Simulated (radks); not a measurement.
The numbers below are computed, except where a source is named.
Task: Spherical quantum dot in the effective-mass picture: electrons in a well V = -V0 / (1 + exp((r - R)/a)) with V0 = 11.4, R = 5.16, a = 0.46, all in effective atomic units (hartree* = m*/eps^2 hartree, bohr* = eps/m* bohr), one dielectric constant everywhere. Level of theory: non-relativistic Kohn-Sham, r2SCAN, spin-polarised, spherical densities, generalised Kohn-Sham scheme (a radial shooting solver with Libxc functionals). Levels are named by radial order and angular momentum (1s, 1p, 1d, 2s, ...), and open shells are averaged over m. At N = 1 the configuration is 1s(up 1, down 0). Does electron 2 go into 1p up or 1s down?

Result: Into 1s down. The total energies of the other choices lie higher by 0.200 hartree* (1p up).
